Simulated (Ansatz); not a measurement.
Relaxation of F2H4O3W (10 atoms, charge 0, multiplicity 1), to a largest force component of 0.02 eV/Å in at most 40 steps.

These are results of Ansatz 0.2.0, RKS PBE/def2-SVP, not measurements.

```xyz
10
Properties=species:S:1:pos:R:3
W 0.000 0.000 0.000
O 0.000 0.000 1.940
H -0.909 -0.281 2.277
O 1.940 0.000 0.000
H 2.277 -0.952 -0.020
O 0.000 1.940 0.000
H -0.634 2.277 -0.710
H -1.720 0.000 0.000
F 0.000 -1.850 0.000
F 0.000 0.000 -1.850
```

Where does it end, and by what steps?

The run converged. After 12 steps the energy has fallen by 1.208 eV; H8 moved furthest, 0.58 Å.

```tsv
step	energy less start (eV)	largest force component (eV/Å)	accepted
0	0.0000	3.624	yes
1	-0.7107	2.081	yes
2	-1.0036	1.842	yes
3	-1.1355	0.985	yes
4	-1.1842	0.396	yes
5	-1.2031	0.117	yes
6	-1.2058	0.067	yes
7	-1.2063	0.078	yes
8	-1.2073	0.038	yes
9	-1.2075	0.029	yes
10	-1.2077	0.025	yes
11	-1.2079	0.023	yes
12	-1.2079	0.019	yes
```

```xyz
10
Properties=species:S:1:pos:R:3
W 0.087 0.049 -0.009
O -0.075 0.039 1.873
H -0.912 0.124 2.366
O 1.968 -0.232 0.136
H 2.372 -1.120 0.218
O -0.232 1.927 0.007
H -0.479 2.377 -0.825
H -1.534 -0.515 0.204
F 0.158 -1.805 -0.507
F -0.399 0.291 -1.826
```

Whether the end is a true minimum wasn't checked by a vibrational analysis.

Time of the run: 22 s on 4 threads of Arm Neoverse V2, with other jobs on the host, peak memory 0.17 GiB.
